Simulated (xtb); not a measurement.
B(SeH)3 (BH₃Se₃), SMILES [SeH]B([SeH])[SeH]. All values are semi-empirical tight-binding results from xtb (GFN2-xTB unless named), good for trends rather than for accurate numbers. Geometry: GFN2-xTB. Other conformers were not sampled.

Optimised geometry:

Bond lengths (Å): B1–Se2 1.928, B1–Se4 1.935, B1–Se6 1.929, Se2–H3 1.446, Se4–H5 1.445, Se6–H7 1.449. Angles (°): Se2–B1–Se4 119.2, Se2–B1–Se6 116.0, Se4–B1–Se6 124.8, B1–Se2–H3 97.2, B1–Se4–H5 98.5, B1–Se6–H7 98.1.

```
Quantity                                          Result
-----------------------------------------  -------------
point group as xtb finds it                           Cs
orbital gap                                      3.60 eV
zero-point energy                          15.7 kcal/mol
G − E(el) at 298.15 K (modified RRHO)      -5.7 kcal/mol
static polarisability (D4 model)              94.2 bohr³
solvation energy, GFN2-xTB/ALPB(water)     -2.8 kcal/mol
solvation energy, GFN2-xTB/ALPB(methanol)  -5.8 kcal/mol
```

Q: Give the atomic charges and the Wiberg bond orders between heavy atoms. (An estimate is asked for; the answer gives what the named calculation found.)

A: charges (e) B1 0.34, Se2 -0.25, H3 0.15, Se4 -0.27, H5 0.15, Se6 -0.25, H7 0.14. Bond orders B1–Se2 1.16, B1–Se4 1.14, B1–Se6 1.15.
